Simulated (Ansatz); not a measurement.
Z-matrix (Å, degrees):
```
Si
N 1 1.7352
H 2 1.0156 1 119.29
H 2 1.0160 3 110.28 1 140.93
N 1 1.7389 2 103.14 3 -178.19
H 5 1.0149 1 119.13 2 -163.83
H 5 1.0160 6 110.91 1 145.59
N 1 1.7391 2 115.40 3 62.46
H 8 1.0148 1 120.54 2 -149.49
H 8 1.0152 9 111.11 1 150.90
C 1 1.8862 2 108.12 3 -54.49
H 11 1.1045 1 107.67 2 -66.10
H 11 1.1062 12 105.51 1 115.25
C 11 1.5352 12 110.27 13 118.78
H 14 1.1021 11 111.31 12 178.70
H 14 1.1028 15 107.71 11 -123.54
H 14 1.1029 15 107.11 16 -114.81
```
Charge 0, spin multiplicity 1.

All values below come from Ansatz (a quantum-chemistry and plane-wave program) with frozen-core CCSD(T)/cc-pVDZ // B3LYP-D3(BJ)/def2-SVP.

```yaml
HF energy: -534.52893 Ha
MP2 correlation energy: -0.90559 Ha
```

Q: Estimate the CCSD correlation energy, the (T) correction, the total energy and the T1 diagnostic.

A: 
| Property | Result |
|---|---|
| CCSD correlation energy | -0.97354 Ha |
| (T) correction | -0.02605 Ha |
| CCSD(T) total energy | -535.52852 Ha |
| T1 diagnostic | 0.009 |
